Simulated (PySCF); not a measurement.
H3MgN, SMILES [MgH][NH2]. Atoms are numbered in the order given.

```xyz
5

Mg     0.0000     0.0000     0.7520
H      0.0000     0.0000     2.4445
N      0.0000     0.0000    -1.1407
H      0.0000     0.8123    -1.7416
H      0.0000    -0.8123    -1.7416
```

Coordinates come from a B3LYP-D3(BJ)/def2-TZVP optimisation.

Level of theory: PBE0/pcJ-1 in PySCF.

Isotropic couplings with Fermi-contact, spin-dipole and both spin-orbit terms, one fixed conformer, no vibrational averaging. Isotopes: 14N, 1H.

```tsv
pair	bonds apart	J (Hz)
N3–H4	1	47.8
N3–H5	1	47.7
H2–N3	2	13.9
H4–H5	2	…
H2–H4	3	…
H2–H5	3	…
```

**Question.** Some entries are withheld; supply them. (Estimate from the structure and the level; the computed values follow.)

**Answer.** 
- H4–H5, J (Hz): -9.9
- H2–H4, J (Hz): 1.1
- H2–H5, J (Hz): 1.1
